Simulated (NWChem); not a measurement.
System: Si$_{2}$NH$_{7}$O; SMILES N[SiH2]O[SiH3]

Here is an NWChem input.

```
start job
memory heap 200 mb stack 900 mb global 1100 mb
geometry units angstroms noautoz
  Si     0.234107     1.765753    -0.039452
  O     -0.777683     0.483012     0.323428
  Si    -0.686104    -1.188701     0.106665
  N      0.920784    -1.823945    -0.007415
  H      0.695432     1.713320    -1.474576
  H     -0.529907     3.037224     0.183652
  H      1.453914     1.765121     0.844915
  H     -1.355459    -1.790992     1.302306
  H     -1.376158    -1.534681    -1.179640
  H      1.544344    -1.847607     0.802013
  H      1.448526    -1.764796    -0.880496
end
basis spherical
  * library cc-pvdz
end
dft
  xc pbe0
  iterations 150
  mulliken
end
task dft energy
```

Structure relaxed at the PBE-D3(BJ)/def2-SVP level.

Question: Predict the main results of this run. (PBE0/cc-pVDZ.) Quantities: basis functions; energy (Ha); highest occupied level (eV); orbital gap (eV); dipole (D).

Answer: 
```yaml
number_of_basis_functions: 99
energy (Ha): -712.86
highest occupied level (eV): -7.55
orbital gap (eV): 8.19
dipole (D): 1.84
```
